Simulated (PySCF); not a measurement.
B(H)(OSiH3)2, SMILES [SiH3]OBO[SiH3] (H7BO2Si2) (B3LYP/def2-SVP optimised geometry):

```
12

B     -1.283     1.019     0.783
H     -1.447     2.160     0.411
O     -1.811     0.581     1.959
Si    -2.735     1.264     3.181
H     -1.968     1.176     4.453
H     -3.998     0.487     3.304
H     -3.043     2.689     2.871
O     -0.559     0.183     0.000
Si    -0.042    -1.413     0.000
H      1.447    -1.413     0.000
H     -0.541    -2.053    -1.247
H     -0.546    -2.160     1.186
```

Method: PySCF 2.14.0 with B3LYP/def2-TZVP.

What are the frontier orbital energies and the dipole moment?

HOMO-2 -9.04 eV, HOMO-1 -8.73 eV, HOMO -8.66 eV, LUMO -0.16 eV, LUMO+1 0.21 eV; dipole moment 0.85 D.

On the same geometry PBE/def2-TZVP run with PySCF gives HOMO-2 -7.77 eV, HOMO-1 -7.54 eV, HOMO -7.40 eV, LUMO -0.81 eV, LUMO+1 -0.53 eV; dipole moment 0.83 D.

Meta-Löwdin charges at B3LYP/def2-TZVP: B1 0.36, H2 -0.02, O3 -0.61, Si4 0.78, H5 -0.11, H6 -0.11, H7 -0.12, O8 -0.60, Si9 0.77, H10 -0.11, H11 -0.11, H12 -0.11.
